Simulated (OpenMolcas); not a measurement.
**Nb3+: moving the ligands**

Nb3+ with 4 ligands (fluoride) in tetrahedral coordination (Td) at 1.9 Å. A charge of +0.25 e stands 2.4 Å behind each ligand. Ligand basis ANO-RCC-VDZP.

```
Program             : OpenMolcas 26.06
Method              : SS-CASPT2, IPEA 0.25 Eh, imaginary shift 0.1 Eh (closed shells correlated: 4s 4p and the ligand valence shells)
Basis               : ANO-RCC-VDZP [6s5p3d1f]
Scalar Hamiltonian  : DKH2, point nucleus
Active space        : 2 electrons in 5 orbitals (4d)
State averaging     : 2S+1 = 3 even, 10 roots; 2S+1 = 1 even, 15 roots
Spin-orbit coupling : RASSI with atomic mean-field integrals over the reference wave functions
```

Runs around this geometry, states (labels of Td). Energies in cm-1 above the lowest state or level, χT in cm3 K/mol.

| R (Å) | Ground state | First state of that spin | First gap with spin-orbit (degeneracies) | χT at 300 K | First state of another spin |
| --- | --- | --- | --- | --- | --- |
| 1.81 | 3A2 | 3T2 11840 | 7500 (3, 2) | 0.907 | 1E 7590 |
| 1.9 | 3A2 | 3T2 10730 | 7610 (3, 2) | 0.881 | 1E 7750 |
| 2.03 | 3A2 | 3T2 8880 | 7530 (3, 2) | 0.839 | 1E 7920 |

Taking the first state of the same spin as R^-n, n = -ln(8880 / 11840) / ln(2.03 / 1.81) = 2.5 between the shortest and longest distance.

Roots that are degenerate in the reference are averaged as groups; the widest CASPT2 spread within a group is 610 cm-1 (the 3-fold group of multiplicity 1 near 19600 cm-1 above the lowest state of its run, R = 1.81). Shifts and gaps below about the spread of the groups concerned are not significant. Over all roots computed the reference weight is 0.75 to 0.78 in R = 1.81; a low but even weight reflects the number of correlated electrons. Ligand-to-metal charge-transfer states are missing. These CASPT2 states fit no ligand-field parameters well, so their order and spin gaps are uncertain. With no ligand orbital active B as a rule stays too high, so bands that hang on it stand too high and its fall with covalency is understated. With one d shell and no ligand orbital active, 10Dq can be off by a tenth or more. The least metal-like active orbital is 69 % on the metal (Löwdin) and no ligand orbital is active, so the numbers are rough (holds for R = 1.81). The least metal-like active orbital is 76 % on the metal (Löwdin) and no ligand orbital is active, so the numbers are rough (holds for R = 1.9). The least metal-like active orbital is 82 % on the metal (Löwdin) and no ligand orbital is active, so the numbers are rough (holds for R = 2.03). No measured value stands beside these numbers; the geometry was imposed, not optimised, and the real ion may take another.
